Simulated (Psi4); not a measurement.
Job for Psi4: SAPT0/jun-cc-pV(D+d)Z on C4H10O (a complex), monomers drawn apart or pushed together.

```
memory 2025 MB

molecule dimer {
0 1
C    -0.44378606    0.26334721    0.86129778
C     0.71425943   -0.14896037    0.36590407
H    -0.82173161   -0.10254413    1.80829003
H    -1.05551818    0.98643933    0.33427706
H     1.09652573    0.21700552   -0.57961663
H     1.32753172   -0.87556928    0.88562476
--
0 1
C    -0.58154332    1.02348564    4.92431980
O    -0.55810360   -0.35096675    4.60438687
C     0.74976324   -0.88104904    4.60928254
H    -0.00678447    1.61167884    4.19773206
H    -0.17126652    1.20660208    5.92587806
H    -1.62148360    1.34566661    4.90168280
H     1.39146210   -0.36515547    3.88404050
H     0.67602910   -1.93297173    4.33742156
H     1.20962420   -0.79863076    5.60264570
units angstrom
symmetry c1
no_reorient
no_com
}

set {
  basis jun-cc-pV(D+d)Z
  scf_type df
  freeze_core true
}

energy('sapt0')
```

The log:

```
[...]
==> Input File <==

--------------------------------------------------------------------------
memory 2025 MB

molecule dimer {
0 1
C    -0.44378606    0.26334721    0.86129778
C     0.71425943   -0.14896037    0.36590407
H    -0.82173161   -0.10254413    1.80829003
H    -1.05551818    0.98643933    0.33427706
H     1.09652573    0.21700552   -0.57961663
H     1.32753172   -0.87556928    0.88562476
--
0 1
C    -0.58154332    1.02348564    4.92431980
O    -0.55810360   -0.35096675    4.60438687
C     0.74976324   -0.88104904    4.60928254
H    -0.00678447    1.61167884    4.19773206
H    -0.17126652    1.20660208    5.92587806
H    -1.62148360    1.34566661    4.90168280
H     1.39146210   -0.36515547    3.88404050
H     0.67602910   -1.93297173    4.33742156
H     1.20962420   -0.79863076    5.60264570
units angstrom
symmetry c1
no_reorient
no_com
}

set {
  basis jun-cc-pV(D+d)Z
  scf_type df
  freeze_core true
}

energy('sapt0')
--------------------------------------------------------------------------


   => Loading Basis Set <=

    Name: JUN-CC-PV(D+D)Z
    Role: ORBITAL
    Keyword: BASIS
    atoms 1-2, 7, 9  entry C          line   188 file jun-cc-pv_dpd_z.gbs
    atoms 3-6, 10-15 entry H          line    60 file jun-cc-pv_dpd_z.gbs
    atoms 8          entry O          line   256 file jun-cc-pv_dpd_z.gbs

   => Loading Basis Set <=

    Name: JUN-CC-PV(D+D)Z
    Role: ORBITAL
    Keyword: BASIS
    atoms 1-2, 7, 9  entry C          line   188 file jun-cc-pv_dpd_z.gbs
    atoms 3-6, 10-15 entry H          line    60 file jun-cc-pv_dpd_z.gbs
    atoms 8          entry O          line   256 file jun-cc-pv_dpd_z.gbs


  //>>>>>>>>>>>>>>>>>>>>>>>>>>>>>>>>>>>//
  //              Dimer HF             //
  //<<<<<<<<<<<<<<<<<<<<<<<<<<<<<<<<<<<//

   => Libint2 <=

    Primary   basis highest AM E, G, H:  7, 6, 3
    Auxiliary basis highest AM E, G, H:  7, 7, 4
    Onebody   basis highest AM E, G, H:  -, -, -
    Solid Harmonics ordering:            Gaussian


   => Loading Basis Set <=

    Name: JUN-CC-PV(D+D)Z
    Role: ORBITAL
    Keyword: BASIS
    atoms 1-2, 7, 9  entry C          line   188 file jun-cc-pv_dpd_z.gbs
    atoms 3-6, 10-15 entry H          line    60 file jun-cc-pv_dpd_z.gbs
    atoms 8          entry O          line   256 file jun-cc-pv_dpd_z.gbs


         ---------------------------------------------------------
                                   SCF
               by Justin Turney, Rob Parrish, Andy Simmonett
                          and Daniel G. A. Smith
                              RHF Reference
                        1 Threads,   1931 MiB Core
         ---------------------------------------------------------

  ==> Geometry <==

    Molecular point group: c1
    Full point group: C1

    Geometry (in Angstrom), charge = 0, multiplicity = 1:

       Center              X                  Y                   Z               Mass
    ------------   -----------------  -----------------  -----------------  -----------------
         C           -0.443786060000     0.263347210000     0.861297780000    12.000000000000
         C            0.714259430000    -0.148960370000     0.365904070000    12.000000000000
         H           -0.821731610000    -0.102544130000     1.808290030000     1.007825032230
         H           -1.055518180000     0.986439330000     0.334277060000     1.007825032230
         H            1.096525730000     0.217005520000    -0.579616630000     1.007825032230
         H            1.327531720000    -0.875569280000     0.885624760000     1.007825032230
         C           -0.581543320000     1.023485640000     4.924319800000    12.000000000000
         O           -0.558103600000    -0.350966750000     4.604386870000    15.994914619570
         C            0.749763240000    -0.881049040000     4.609282540000    12.000000000000
         H           -0.006784470000     1.611678840000     4.197732060000     1.007825032230
         H           -0.171266520000     1.206602080000     5.925878060000     1.007825032230
         H           -1.621483600000     1.345666610000     4.901682800000     1.007825032230
         H            1.391462100000    -0.365155470000     3.884040500000     1.007825032230
         H            0.676029100000    -1.932971730000     4.337421560000     1.007825032230
         H            1.209624200000    -0.798630760000     5.602645700000     1.007825032230

  Running in c1 symmetry.

  Rotational constants: A =      0.23451  B =      0.01593  C =      0.01530 [cm^-1]
  Rotational constants: A =   7030.34692  B =    477.58808  C =    458.56019 [MHz]
  Nuclear repulsion =  168.897297388408674

  Charge       = 0
  Multiplicity = 1
  Electrons    = 42
  Nalpha       = 21
  Nbeta        = 21

  ==> Algorithm <==

  SCF Algorithm Type is DF.
  DIIS enabled.
  MOM disabled.
  Fractional occupation disabled.
  Guess Type is SAD.
  Energy threshold   = 1.00e-08
  Density threshold  = 1.00e-08
  Integral threshold = 1.00e-12

  ==> P
[...]
   18.639137

    Final Occupation by Irrep:
              A
    DOCC [    13 ]
    NA   [    13 ]
    NB   [    13 ]

  @DF-RHF Final Energy:  -154.08172316694052

   => Energetics <=

    Nuclear Repulsion Energy =             83.8948192706510838
    One-Electron Energy =                -375.4105868702622502
    Two-Electron Energy =                 137.4340444326706745
    Total Energy =                       -154.0817231669405203

Computation Completed


Properties will be evaluated at   0.000000,   0.000000,   0.000000 [a0]

Properties computed using the SCF density matrix


 Multipole Moments:

 ------------------------------------------------------------------------------------
     Multipole            Electronic (a.u.)      Nuclear  (a.u.)        Total (a.u.)
 ------------------------------------------------------------------------------------

 L = 1.  Multiply by 2.5417464519 to convert [e a0] to [Debye]
 Dipole X            :          4.2577854           -3.7377431            0.5200423
 Dipole Y            :          2.0165964           -1.6741553            0.3424411
 Dipole Z            :       -232.0899846          232.2210919            0.1311073
 Magnitude           :                                                    0.6363167

 ------------------------------------------------------------------------------------

  Constructing Basis Sets for SAPT...

   => Loading Basis Set <=

    Name: (JUN-CC-PV(D+D)Z AUX)
    Role: RIFIT
    Keyword: DF_BASIS_SAPT
    atoms 1-2, 7, 9  entry C          line   100 file jun-cc-pvdz-ri.gbs
    atoms 3-6, 10-15 entry H          line    30 file jun-cc-pvdz-ri.gbs
    atoms 8          entry O          line   188 file jun-cc-pvdz-ri.gbs

   => Loading Basis Set <=

    Name: (JUN-CC-PV(D+D)Z AUX)
    Role: JKFIT
    Keyword: DF_BASIS_ELST
    atoms 1-2, 7, 9  entry C          line   146 file jun-cc-pvdz-jkfit.gbs
    atoms 3-6, 10-15 entry H          line    70 file jun-cc-pvdz-jkfit.gbs
    atoms 8          entry O          line   258 file jun-cc-pvdz-jkfit.gbs


  //>>>>>>>>>>>>>>>>>>>>>>>>>>>>>>>>>>>//
  //               SAPT0               //
  //<<<<<<<<<<<<<<<<<<<<<<<<<<<<<<<<<<<//



        SAPT0
    Ed Hohenstein
     6 June 2009

      Orbital Information
  --------------------------
    NSO        =       140
    NMO        =       140
    NRI        =       465
    NRI (Elst) =       625
    NOCC A     =         8
    NOCC B     =        13
    FOCC A     =         2
    FOCC B     =         3
    NVIR A     =       132
    NVIR B     =       127

    Elst10,r            =    -0.001516607928 [Eh]
    Exch10              =     0.001391379428 [Eh]
    Exch10 (S^2)        =     0.001390408778 [Eh]

    Maxiter = 50
    CPHF R converge = 1.000000E-08

    Iter     Energy [mEh]          dE [mEh]         Residual      Time [s]
       1      -0.25487275       0.254872749     2.466263e-03             0
       2      -0.30768110       0.052808348     9.733583e-04             0
       3      -0.31590978       0.008228683     2.877023e-04             0
       4      -0.31390682      -0.002002960     7.974400e-05             0
       5      -0.31370179      -0.000205031     2.576912e-05             0
       6      -0.31385112       0.000149329     7.926395e-06             0
       7      -0.31385808       0.000006958     1.929697e-06             1
       8      -0.31384661      -0.000011461     3.372864e-07             1
       9      -0.31384813       0.000001510     5.842548e-08             1
      10      -0.31384799      -0.000000134     1.125217e-08             1
      11      -0.31384798      -0.000000006     2.444652e-09             1

    CHF Iterations converged

    Maxiter = 50
    CPHF R converge = 1.000000E-08

    Iter     Energy [mEh]          dE [mEh]         Residual      Time [s]
       1      -0.07288198       0.072881977     1.336917e-03             0
       2      -0.08985741       0.016975435     5.320605e-04             0
       3      -0.09113089       0.001273479     1.645970e-04             0
       4      -0.09068048      -0.000450406     4.162690e-05             0
       5      -0.09058378      -0.000096700     8.065675e-06             0
       6      -0.09061081       0.000027028     2.086185e-06             0
       7      -0.09061183       0.000001013     6.250522e-07             0
       8      -0.09061025      -0.000001580     1.269983e-07             0
       9      -0.09061035       0.000000104     3.438438e-08             0
      10      -0.09061038       0.000000033     9.021239e-09             0

    CHF Iterations converged

    Ind20,r (A<-B)      =    -0.000313847985 [Eh]
    Ind20,r (B<-A)      =    -0.000090610383 [Eh]
    Ind20,r             =    -0.000404458368 [Eh]
    Exch-Ind20,r (A<-B) =     0.000192933135 [Eh]
    Exch-Ind20,r (B<-A) =     0.000049420947 [Eh]
    Exch-Ind20,r        =     0.000242354082 [Eh]
    Disp20              =    -0.001829482941 [Eh]
    Disp20 (SS)         =    -0.000914741471 [Eh]
    Disp20 (OS)         =    -0.000914741471 [Eh]
    Exch-Disp20         =     0.000121178625 [Eh]
    Exch-Disp20 (SS)    =     0.000069582717 [Eh]
    Exch-Disp20 (OS)    =     0.000051595907 [Eh]

    SAPT Results
  --------------------------------------------------------------------------------------------------------
    Electrostatics                 -1.51660793 [mEh]      -0.95168584 [kcal/mol]      -3.98185357 [kJ/mol]
      Elst10,r                     -1.51660793 [mEh]      -0.95168584 [kcal/mol]      -3.98185357 [kJ/mol]

    Exchange                        1.39137943 [mEh]       0.87310377 [kcal/mol]       3.65306619 [kJ/mol]
      Exch10                        1.39137943 [mEh]       0.87310377 [kcal/mol]       3.65306619 [kJ/mol]
      Exch10(S^2)                   1.39040878 [mEh]       0.87249468 [kcal/mol]       3.65051774 [kJ/mol]

    Induction                      -0.26974063 [mEh]      -0.16926480 [kcal/mol]      -0.70820394 [kJ/mol]
      Ind20,r                      -0.40445837 [mEh]      -0.25380146 [kcal/mol]      -1.06190530 [kJ/mol]
      Exch-Ind20,r                  0.24235408 [mEh]       0.15207948 [kcal/mol]       0.63630055 [kJ/mol]
      delta HF,r (2)               -0.10763635 [mEh]      -0.06754283 [kcal/mol]      -0.28259919 [kJ/mol]

    Dispersion                     -1.70830432 [mEh]      -1.07197714 [kcal/mol]      -4.48515236 [kJ/mol]
      Disp20                       -1.82948294 [mEh]      -1.14801788 [kcal/mol]      -4.80330680 [kJ/mol]
      Exch-Disp20                   0.12117862 [mEh]       0.07604074 [kcal/mol]       0.31815444 [kJ/mol]
      Disp20 (SS)                  -0.91474147 [mEh]      -0.57400894 [kcal/mol]      -2.40165340 [kJ/mol]
      Disp20 (OS)                  -0.91474147 [mEh]      -0.57400894 [kcal/mol]      -2.40165340 [kJ/mol]
      Exch-Disp20 (SS)              0.06958272 [mEh]       0.04366381 [kcal/mol]       0.18268940 [kJ/mol]
      Exch-Disp20 (OS)              0.05159591 [mEh]       0.03237692 [kcal/mol]       0.13546504 [kJ/mol]

  Total HF                         -0.39496913 [mEh]      -0.24784687 [kcal/mol]      -1.03699132 [kJ/mol]
  Total SAPT0                      -2.10327345 [mEh]      -1.31982402 [kcal/mol]      -5.52214368 [kJ/mol]

  Special recipe for scaled SAPT0 (see Manual):
    Electrostatics sSAPT0          -1.51660793 [mEh]      -0.95168584 [kcal/mol]      -3.98185357 [kJ/mol]
    Exchange sSAPT0                 1.39137943 [mEh]       0.87310377 [kcal/mol]       3.65306619 [kJ/mol]
    Induction sSAPT0               -0.26923271 [mEh]      -0.16894608 [kcal/mol]      -0.70687039 [kJ/mol]
    Dispersion sSAPT0              -1.70805035 [mEh]      -1.07181778 [kcal/mol]      -4.48448558 [kJ/mol]
  Total sSAPT0                     -2.10251157 [mEh]      -1.31934593 [kcal/mol]      -5.52014336 [kJ/mol]
  --------------------------------------------------------------------------------------------------------



*** Psi4 exiting successfully. Buy a developer a beer!
```

The run finished.

Cost: roughly 15 core-seconds.
